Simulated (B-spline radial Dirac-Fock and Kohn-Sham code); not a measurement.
Photoemission from Cd at 1230 eV, detector at θ = 45°, φ = 0°

System: atomic cadmium, configuration [Kr] 4d10 5s2. The computed values come from a radial atomic solver: Dirac-Hartree-Slater photoionisation with a Latter tail; cross sections with all multipoles, angular parameters from the dipole term and its interference with E2. Thresholds are tabulated edges, those marked * orbital energies of the model. For linearly polarised light dσ/dΩ = σ/(4π) [1 + β P₂(cos θ) + (δ + γ cos²θ) sin θ cos φ], with θ from the polarisation vector and φ the angle between the beam and the projection of the electron momentum on the plane normal to the polarisation. The dipole factor is 1 + βP₂ and the non-dipole term is the rest of the bracket. Open shells are filled statistically over j.

Input file task.json (cfg lists n, l and occupation; rrms is the nuclear radius in fm):

```json
{"items": [{
  "Z": 48,
  "q": 0,
  "cfg": [[1, 0, 2], [2, 0, 2], [2, 1, 6], [3, 0, 2], [3, 1, 6], [3, 2, 10], [4, 0, 2], [4, 1, 6], [4, 2, 10], [5, 0, 2]],
  "A": 114,
  "rrms": 4.6087,
  "do": "xps",
  "hv": [86.4, 99.0, 127.0, 134.0, 200, 210.0, 256.0, 300, 365.0, 367.0, 373.0, 503.0, 600, 627.0, 644.0, 800, 1140.0, 1230.0, 1253.6, 1400.0, 1620.0, 2000, 2984.4, 4570.0, 5710.0, 6000, 7410.0, 10100.0, 11900.0, 12900.0],
  "edges": {"K": 26711.0, "L1": 4018.0, "L2": 3727.0, "L3": 3538.0, "M1": 772.0, "M2": 652.6, "M3": 618.4, "M4": 411.9, "M5": 405.2, "N1": 109.8, "N2": 63.9, "N3": 63.9}
}]}
```

Run with: `python xray2_run.py task.json out`

```csv
subshell,threshold (eV),σ (kb),β,γ,δ,dipole factor,non-dipole term,dσ/dΩ (kb/sr)
3s,772.0,56.8,1.99,0.42,0.000,1.497,+0.148,7.44
3p1/2,652.6,78.2,1.50,0.08,0.008,1.376,+0.034,8.78
3p3/2,618.4,162,1.53,0.04,0.006,1.381,+0.020,18.0
3d3/2,411.9,188,1.20,0.13,0.046,1.300,+0.078,20.6
3d5/2,405.2,274,1.20,0.14,0.045,1.300,+0.081,30.1
4s,109.8,13.1,1.99,0.09,0.000,1.498,+0.030,1.59
4p1/2,63.90,14.5,1.69,-0.02,-0.001,1.422,-0.009,1.63
4p3/2,63.90,28.8,1.70,-0.03,0.001,1.426,-0.009,3.25
4d3/2,16.99*,17.4,1.33,0.22,0.039,1.332,+0.105,1.99
4d5/2,16.22*,25.0,1.31,0.23,0.039,1.327,+0.108,2.85
5s,7.91*,1.02,1.99,0.06,0.000,1.498,+0.021,0.123
```
